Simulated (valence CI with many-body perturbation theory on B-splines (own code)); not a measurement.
Valence orbitals of Ge XXVI

Computed by relativistic CI+MBPT: five valence electrons over a frozen Dirac-Fock core [He], radial functions for each j: 9 s, 9 p, 8 d, 6 f, 3 g, 1 h, with the one-electron correlation potential Σ1, the two-electron term Σ2, the three-electron term Σ3, Breit, model QED; selected CI, second order for the rest (own B-spline code, finite nucleus).

No measured spectrum was set against this ion. As an estimate, levels of excited configurations hold to 0.05 to 0.15 % of their energy, terms of the ground configuration to about 0.5 %. Among the levels kept, up to 1700 cm⁻¹ of a level comes from second order outside the variational space, and about a tenth of that is noise between levels of different J, which matters for small intervals.

These are the spectroscopic orbitals of the CI (the correlating ones are not listed), shaped by the core and the other valence electrons. h is the expectation value of the core's Dirac-Fock operator, without the valence repulsion; Σ1 is computed up to l = 3 at one energy for each symmetry, that of its lowest orbital but kept below the first core excitation, so for empty shells it is not the orbital's own correlation shift; Breit and QED include the response of the core.

| Orbital | h (hartree) | Σ1 (cm⁻¹) | Breit (cm⁻¹) | QED (cm⁻¹) | ⟨r⟩ (bohr) |
| --- | --- | --- | --- | --- | --- |
| 2s1/2 | -117.26 | -1195 | 7781 | 7093 | 0.1992 |
| 3s1/2 | -51.244 | -274 | 2083 | 1955 | 0.4689 |
| 4s1/2 | -28.529 | -104 | 822 | 782 | 0.8568 |
| 5s1/2 | -18.148 | -50.8 | 409 | 390 | 1.359 |
| 2p1/2 | -114.92 | -2691 | 15120 | -357 | 0.1703 |
| 3p1/2 | -50.533 | -569 | 3986 | -102 | 0.4460 |
| 4p1/2 | -28.226 | -213 | 1586 | -41.6 | 0.8394 |
| 5p1/2 | -17.992 | -104 | 792 | -20.9 | 1.347 |
| 2p3/2 | -113.43 | -2464 | 6470 | 281 | 0.1734 |
| 3p3/2 | -50.098 | -521 | 1674 | 70.8 | 0.4504 |
| 4p3/2 | -28.044 | -196 | 689 | 28.0 | 0.8452 |
| 5p3/2 | -17.899 | -95.4 | 344 | 14.0 | 1.354 |
| 3d3/2 | -49.684 | -212 | 114 | -23.4 | 0.3891 |
| 4d3/2 | -27.869 | -89.5 | 61.8 | -9.0 | 0.7894 |
| 5d3/2 | -17.809 | -45.9 | 33.4 | -4.4 | 1.303 |
| 3d5/2 | -49.553 | -205 | 36.2 | 30.8 | 0.3905 |
| 4d5/2 | -27.813 | -86.7 | 19.4 | 13.5 | 0.7911 |
| 5d5/2 | -17.781 | -44.4 | 10.2 | 7.0 | 1.306 |
| 4f5/2 | -27.698 | -16.2 | 0.5 | -5.6 | 0.6884 |
| 5f5/2 | -17.728 | -9.2 | 0.4 | -2.8 | 1.206 |
| 4f7/2 | -27.672 | -16.0 | 0.1 | 4.5 | 0.6893 |
| 5f7/2 | -17.714 | -9.1 | 0.1 | 2.4 | 1.207 |
| 5g7/2 | -17.697 |  | 0.0 | -1.7 | 1.056 |
| 5g9/2 | -17.689 |  | 0.0 | 1.4 | 1.057 |

Among the shells of the start configuration 2s2 2p3, Σ1 is largest in size for 2p1/2, where it is 0.011 % of h.

Lowest root of each symmetry, sizes in configuration state functions:

```tsv
J	Parity	Roots	Reference	Variational	Second order	Change by selected CI (cm⁻¹)	Change by second order (cm⁻¹)
1/2	even	14	59	39996	435209	-29301	-74
3/2	even	19	86	40000	1017739	-28201	-419
5/2	even	16	79	39992	1328027	-27514	-653
7/2	even	7	46	39977	1310740	-36818	-485
9/2	even	3	22	39988	891922	-37927	-126
1/2	odd	12	58	39997	419090	-28989	-40
3/2	odd	18	87	39999	817521	-26529	-173
5/2	odd	11	72	39993	918229	-29007	-283
7/2	odd	5	44	39995	835366	-35964	-450
9/2	odd	2	17	36806	438354	-24827	-72
11/2	odd	1	4	29433	260758	-36726	-30
```
